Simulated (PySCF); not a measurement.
C₄H₁₀O₂, SMILES COCCOC.

Geometry: r2SCAN-D4/def2-SVP. One conformer was computed; it need not be the lowest.

Calculation: CAM-B3LYP/def2-TZVP (PySCF).

Gas-phase values at a fixed geometry.

```yaml
total_energy: -308.83810 hartree
point_group: C2
highest_occupied_level: -8.71 eV
lowest_empty_level: 2.12 eV
orbital_gap: 10.83 eV
dipole_moment: 1.36 D
quadrupole, principal values (traceless, Buckingham form, about the centre of nuclear charge): -5.18, -2.30, 7.48 D·Å
mean_static_polarisability: 60.7 bohr³ (8.99 Å³)
polarisability_principal_values: 53.6, 57.4, 71.0 bohr³
```
